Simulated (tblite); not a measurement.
Compound: C5H14NSi (doublet state).
Atom-mapped SMILES: `[CH3:1][SiH:2][NH:3][C:4]([CH3:5])([CH3:6])[CH3:7]` (hydrogens: H8, H9, H10 on C1; H11 on Si2; H12 on N3; H13, H14, H15 on C5; H16, H17, H18 on C6; H19, H20, H21 on C7)

Cartesian coordinates in Å at the GFN2-xTB level; atoms count from 1:
```
atom  x, y, z in Å
C1     3.371   -0.277    0.044
Si2    1.767    0.235    0.911
N3     0.484   -0.199   -0.143
C4    -0.934   -0.051    0.106
C5    -1.688   -1.069   -0.758
C6    -1.397    1.370   -0.251
C7    -1.219   -0.325    1.581
H8     3.468    0.213   -0.923
H9     3.423   -1.348   -0.123
H10    4.230    0.008    0.643
H11    1.803    1.659    1.295
H12    0.684   -0.214   -1.135
H13   -1.347   -2.075   -0.527
H14   -1.512   -0.878   -1.815
H15   -2.758   -1.011   -0.573
H16   -0.869    2.095    0.364
H17   -1.188    1.585   -1.297
H18   -2.466    1.479   -0.082
H19   -2.291   -0.316    1.763
H20   -0.750    0.432    2.203
H21   -0.820   -1.295    1.861
```

Computed with GFN2-xTB (tblite): harmonic, unscaled wavenumbers at the GFN2-xTB geometry, gas phase. Against measured fundamentals such values can be off by several per cent, at times by over 20. Modes of hydrogen on silicon can be 10 to 20 % off. One conformer, not necessarily the lowest. Open shells enter through the occupations alone, without spin polarisation, and single modes of such species can be off by tens of per cent.

Harmonic wavenumbers (cm⁻¹): 41.9, 66.9, 120.8, 129.6, 179.4, 215.3, 235.7, 248.4, 311.2, 323.9, 375.6, 402.1, 462.0, 480.6, 543.1, 626.6, 739.2, 766.5, 825.9, 835.6, 882.3, 942.6, 953.0, 958.2, 1026.8, 1029.9, 1057.7, 1191.3, 1226.9, 1263.4, 1350.2, 1373.6, 1395.2, 1398.0, 1418.8, 1477.9, 1489.2, 1492.7, 1495.3, 1499.8, 1500.7, 1505.3, 1510.7, 2122.4, 2987.6, 3018.1, 3023.9, 3032.0, 3032.7, 3037.8, 3038.9, 3041.2, 3045.0, 3046.5, 3048.5, 3057.9, 3369.4.

A = 3820, B = 1157, C = 1115 MHz; mass 116.090 u (most abundant isotopes); point group C1, symmetry number 1; spin multiplicity 2.

Task: Zero-point energy?

Result: Half the sum of the wavenumbers: 39636 cm⁻¹ = 474.15 kJ/mol.

Task: Entropy at 500 K, 1 bar (ideal gas, RRHO, classical rotation)?

Result: Translation 178.90, rotation 125.98, vibration 226.76, spin (R ln 2) 5.76: S = 537.4 J/(mol K).

Task: And Cp and H(500 K) − H(0)?

Result: Cp = 251.13 J/(mol K), of which vibrations give 217.87 (their classical limit is 57 R = 473.9); H(500 K) − H(0) = 74.43 kJ/mol without the zero-point energy, 57.80 from vibrations.

Task: How do the functions run with temperature in this model?

Result: 
```tsv
T (K)	S (J/(mol K))	Cp (J/(mol K))	H − H(0) (kJ/mol)	G − H(0) (kJ/mol)	ln q(vib)
150	334.5	108.7	10.47	-39.70	3.29
250	400.3	152.1	23.53	-76.54	6.23
298.15	428.8	172.6	31.35	-96.50	7.64
400	485.5	214.6	51.10	-143.10	10.56
600	586.0	282.3	101.14	-250.47	16.12
900	714.6	351.5	196.98	-446.16	23.91
```

q(vib) and H(0) count from the zero-point level.

Task: What must be added to the electronic energy to get the Gibbs energy at 500 K and 1 bar?

Result: ZPE + [H(500 K) − H(0)] − T·S = 474.15 + 74.43 − 268.70 = 279.88 kJ/mol.

Hindered rotation and anharmonicity are outside this model. Other conformers, if any are populated, would add a mixing term that is left out. The structure is chiral; the term R ln 2 for an equal mix with its mirror image is left out.

Time: 0.64 s. Hardware: an Arm Neoverse V2 with one thread, no GPU, shared host with 96 logical CPUs at a one-minute load of 47. This covers the Hessian and the dipole derivatives.
